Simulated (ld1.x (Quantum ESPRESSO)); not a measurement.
**What one change does to a pseudopotential (scandium, PAW)**

```
Element                 : scandium (Sc)
Generator               : ld1.x (Quantum ESPRESSO) 7.5
Type                    : PAW
Functional              : revPBE
Relativity              : scalar-relativistic
Frozen core             : [Ne]
Valence charge          : 11
Reference configuration : 3s2 3p6 3d0 4s0 4p0 (charge +3)
Partial waves           : 3s (bound): rcut 1.55, rcutus 1.90 bohr; 4s (bound, empty): rcut 1.55, rcutus 1.90 bohr; 3p (bound): rcut 1.45, rcutus 1.70 bohr; 4p (bound, empty): rcut 1.45, rcutus 1.70 bohr; 3d (bound, empty): rcut 1.75, rcutus 2.30 bohr; 3d channel at 2.55 Ry: rcut 1.75, rcutus 2.30 bohr
Local potential         : all-electron potential smoothed inside 1.90 bohr (lloc = -1)
Core correction         : a·sin(br)/r model core, default radius (ld1.x builds one for every PAW set, though the input has nlcc=.false.)
Augmentation charge     : BESSEL, radius 1.40 bohr
```

All-electron outer shells of the reference configuration (revPBE, scalar-relativistic, ld1.x):

| shell | level (eV) | outermost node (bohr) | outermost maximum (bohr) |
| --- | --- | --- | --- |
| 2p | -421.32 | – | 0.23 |
| 3s | -86.45 | 0.42 | 0.92 |
| 3p | -64.58 | 0.39 | 0.96 |
| 3d | -32.23 | – | 1.02 |
| 4s | -25.02 | 1.27 | 2.54 |
| 4p | -19.88 | 1.38 | 2.84 |

Change: waves 3d (bound): rcut 1.75, rcutus 3.48 bohr; 3d channel at 2.55 Ry: rcut 1.75, rcutus 3.48 bohr.

Cutoffs: the cutoffs (Ry, on a coarse ladder) from which the occupation-weighted sum of valence levels, in a spherical-Bessel basis at the reference potential, stays within 10 and 1 mRy of its value at 400 Ry; they do not see the model core or the augmentation charge, which bear on the density cutoff. Errors are all-electron minus pseudo energies relative to the spin-unpolarised reference configuration.

Q: Predict the effect on cutoff, ghosts and configuration errors.

A: The potential gets neither clearly harder nor softer (30 Ry and 50 Ry → 30 Ry and 50 Ry); the number of tests that count goes from 7 to 6; of the 6 tests that both files solve, the error grows in 4 and shrinks in 0 by more than 15 % and 0.3 meV (median size 1.0 → 49.0 meV); neither file shows a bound ghost at the reference potential, the only one tested. More of the atom is replaced by a form fitted at one configuration, so other configurations suffer.

```csv
quantity,base,changed
"cutoff, loose",30 Ry,30 Ry
"cutoff, tight",50 Ry,50 Ry
bound ghosts,none,none
"tests counted (converged, no solver errors)",7 of 7,6 of 7
"error for 3s2 3p6 3d1 4s2 4p0, meV [ΔE -44.27 eV]",-1.3,-382
"error for 3s2 3p6 3d1 4s1 4p0, meV [ΔE -37.44 eV]",-0.5,-254
"error for 3s2 3p6 3d1 4s0 4p0, meV [ΔE -24.80 eV]",+0.4,-78
"error for 3s2 3p6 3d0 4s2 4p0, meV [ΔE -35.94 eV]",+0.8,+0.8
"error for 3s1 3p6 3d1 4s2 4p0, meV [ΔE 17.76 eV]",-11,+20
"error for 3s2 3p6 3d0 4s2 4p1, meV [ΔE -40.85 eV]",+1.5,+1.5
lowest overlap eigenvalue by channel,"s 0.04, p 0.21, d 0.80","s 0.04, p 0.21, d 1.00"
```

Changed file: Tests not counted: 3s2 3p6 3d2 4s0 4p0 (solver errors, printed error -32.1 eV).
